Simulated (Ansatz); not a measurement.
C$_{2}$H$_{7}$AlO, SMILES `C[CH2][AlH][OH]`, relaxed with RKS PBE-D4/def2-SVP in Ansatz 0.2.0 from a rough embedded geometry. The force threshold is 0.03 eV/Å; the program also tests the step.

Total charge 0; spin multiplicity 1.

Start:

```xyz
11

C     0.076    1.289    0.702
C    -0.764    0.409   -0.102
Al    0.063   -1.397   -0.212
O     1.674   -1.703   -0.907
H     1.121    1.436    0.276
H    -0.378    2.355    0.787
H     0.183    0.938    1.777
H    -0.886    0.783   -1.099
H    -1.817    0.342    0.360
H    -0.793   -2.678    0.331
H     1.521   -1.775   -1.913
```

| step | energy (eV) | largest force (eV/Å) | largest move (Å) |
| --- | --- | --- | --- |
| 1 | -10818.5473 | 2.714 | 0.000 |
| 2 | -10818.8235 | 1.246 | 0.133 |
| 3 | -10818.8914 | 1.364 | 0.158 |
| 4 | -10818.9797 | 1.524 | 0.200 |
| 5 | -10819.1038 | 0.418 | 0.200 |
| 6 | -10819.1118 | 0.155 | 0.067 |
| 7 | -10819.1159 | 0.033 | 0.021 |
| 8 | -10819.1162 | 0.010 | 0.020 |
| 9 | -10819.1165 | 0.071 | 0.042 |
| 10 (rejected) | -10819.1163 | 0.142 | 0.102 |
| 11 | -10819.1171 | 0.046 | 0.050 |
| 13 (rejected) | -10819.1181 | 0.178 | 0.146 |
| 15 | -10819.1218 | 0.070 | 0.073 |
| 17 | -10819.1256 | 0.321 | 0.117 |
| 19 | -10819.1304 | 0.317 | 0.195 |
| 21 | -10819.1402 | 0.247 | 0.134 |
| 23 | -10819.1436 | 0.088 | 0.056 |
| 25 | -10819.1459 | 0.163 | 0.196 |
| 27 | -10819.1478 | 0.036 | 0.006 |
| 29 | -10819.1486 | 0.028 | 0.056 |
| 30 | -10819.1487 | 0.022 | 0.037 |

End:

```xyz
11

C     0.207    1.354    0.391
C    -0.860    0.284    0.109
Al   -0.220   -1.504   -0.430
O     1.460   -1.868   -0.599
H     0.845    1.549   -0.497
H    -0.236    2.331    0.685
H     0.889    1.053    1.215
H    -1.563    0.630   -0.685
H    -1.515    0.138    1.000
H    -1.172   -2.745   -0.748
H     2.165   -1.221   -0.440
```

Hardware: 2 threads of a server CPU on a shared host. Wall time 27 s, peak host memory 0.14 GiB.
